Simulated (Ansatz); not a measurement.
GaH₆OSbSi, SMILES `[SiH3][GaH][O][SbH2]`, 10 atoms. Charge 0, multiplicity 1. Correlated methods include outer-core shells of Ga, Sb, which these sets cover unevenly. Scalar relativity is left out up to krypton. Sb: def2 effective core potential. All runs use 4 threads of an Arm Neoverse V1 on a shared host. Correlated methods freeze the cores.

(1) How many basis functions does each run have, and how long does it take in Ansatz? RKS PBE0-D4/def2-SVP energy; RKS LC-ωPBE/def2-TZVPP energy; RKS BHLYP-D4/def2-TZVPP energy; RKS PBE0-D4/def2-QZVPP energy; RKS B2PLYP (frozen core)/def2-TZVPP energy; RKS PBE0-D4/def2-TZVP relaxation (41 steps); RKS PBE0-D4/def2-TZVP frequencies; direct RPA on PBE orbitals/def2-TZVPP energy; RHF-CCSD(T)/def2-SVP energy; RHF-MP2/def2-QZVPP energy; RHF-CCSD(T)/def2-TZVPP energy; RKS r2SCANh-D4/def2-TZVPP energy. (An estimate is asked.)

## Answers

(1) Computed: Other jobs shared the machine, so times are rough.

| level | job | functions | wall time | peak host memory (GiB) |
| --- | --- | --- | --- | --- |
| RKS PBE0-D4/def2-SVP | energy | 120 | 2 s | 0.46 |
| RKS LC-ωPBE/def2-TZVPP | energy | 255 | 6.5 s | 0.58 |
| direct RPA on PBE orbitals/def2-TZVPP | energy | 255 | 7 s | 0.67 |
| RKS BHLYP-D4/def2-TZVPP | energy | 255 | 8 s | 0.87 |
| RKS r2SCANh-D4/def2-TZVPP | energy | 255 | 12 s | 0.85 |
| RKS B2PLYP (frozen core)/def2-TZVPP | energy | 255 | 13 s | 0.77 |
| RKS PBE0-D4/def2-QZVPP | energy | 478 | 14 s | 2.3 |
| RHF-CCSD(T)/def2-SVP | energy | 120 | 16 s | 0.68 |
| RHF-MP2/def2-QZVPP | energy | 478 | 34 s | 3 |
| RKS PBE0-D4/def2-TZVP | frequencies | 202 | 3.6 min | 0.67 |
| RKS PBE0-D4/def2-TZVP | relaxation (41 steps) | 202 | 3.7 min | 0.66 |
| RHF-CCSD(T)/def2-TZVPP | energy | 255 | 5.8 min | 6 |

LC-ωPBE has ω = 0.4 bohr⁻¹.
